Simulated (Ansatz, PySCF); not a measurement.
Zn(Cl)(Et) (C2H5ClZn), SMILES C[CH2][Zn][Cl].

The structure is a stationary point at PBE-D3(BJ)/def2-SVP. The structure was generated by enumeration; whether it is a known compound was not checked. One conformer was computed; it need not be the lowest.

Vertical ionisation energy (IE) and electron affinity (EA) in eV. Rows of orbital energies are one-electron estimates. Where ΔSCF, EOM or ADC give a negative EA the extra electron is unbound and the value depends on the basis.

```csv
level,IE,EA
"−ε(HOMO), −ε(LUMO), M06-2X/def2-TZVP (PySCF)",8.92,-0.01
"−ε(HOMO), −ε(LUMO), PBE/def2-TZVP (PySCF)",6.81,1.36
"ΔSCF, PBE0/def2-SVPD (Ansatz), final states of multiplicity 2 and 2",?,?
"ΔSCF, PBE/def2-SVPD (Ansatz), final states of multiplicity 2 and 2",9.82,-0.57
```

Problem. Some entries are withheld; supply them. (Estimate from the structure and the level; the computed values follow.)

Solution. 
- ΔSCF, PBE0/def2-SVPD (Ansatz, an electronic-structure program), final states of multiplicity 2 and 2, IE: 10.02
- ΔSCF, PBE0/def2-SVPD (Ansatz), final states of multiplicity 2 and 2, EA: -0.69

Problem. What vertical singlet–triplet gap does ΔSCF give with PBE0/def2-SVPD (Ansatz) and with PBE/def2-SVPD (Ansatz)? (Estimate from the structure and the level; the computed values follow.)

Solution. 5.43 and 5.22 eV (triplet above singlet where positive).
